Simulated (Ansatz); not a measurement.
CH$_{6}$BrClHfOSi (`[CH3][Hf]([Cl])([Br])[O][SiH3]`), relaxed with RKS PBE0-D4/def2-TZVP in the Gaussian-basis code of Ansatz from a GFN2-xTB geometry. The force threshold is 0.005 eV/Å; the program also tests the step.

Charge 0, multiplicity 1. Hf: def2 effective core potential.

Start:

```xyz
12

C     0.716    1.248    1.411
Hf    0.901    0.526   -0.679
Cl    2.105    1.925   -2.054
Br    2.164   -1.633   -0.849
O    -0.803   -0.049   -1.309
Si   -1.616   -1.275   -0.660
H     1.173    0.525    2.108
H     1.184    2.219    1.625
H    -0.329    1.347    1.734
H    -1.004   -1.533    0.679
H    -3.000   -0.842   -0.496
H    -1.491   -2.458   -1.510
```

(1) By how much does the energy fall, and how many steps does the optimiser take? (Best estimate.)

(2) Which bonds change most? (An estimate is asked.)

(3) Give the relaxed structure. (Best estimate.)

Results:

(1) Ansatz gave: 42.02 kJ/mol, in 17 steps.

(2) The calculation gave: Hf2–Cl3 from 2.301 to 2.345 Å; O5–Si6 from 1.608 to 1.646 Å; C1–Hf2 from 2.220 to 2.190 Å; Si6–H11 from 1.459 to 1.484 Å.

(3) The calculation gave: 
```xyz
12

C     1.009    1.372    1.427
Hf    1.103    0.381   -0.523
Cl    1.156    2.088   -2.130
Br    3.122   -1.104   -0.486
O    -0.516   -0.625   -0.621
Si   -1.907   -1.498   -0.728
H     0.949    0.641    2.242
H     1.903    1.985    1.594
H     0.135    2.029    1.501
H    -2.039   -2.350    0.480
H    -3.060   -0.568   -0.814
H    -1.857   -2.351   -1.941
```
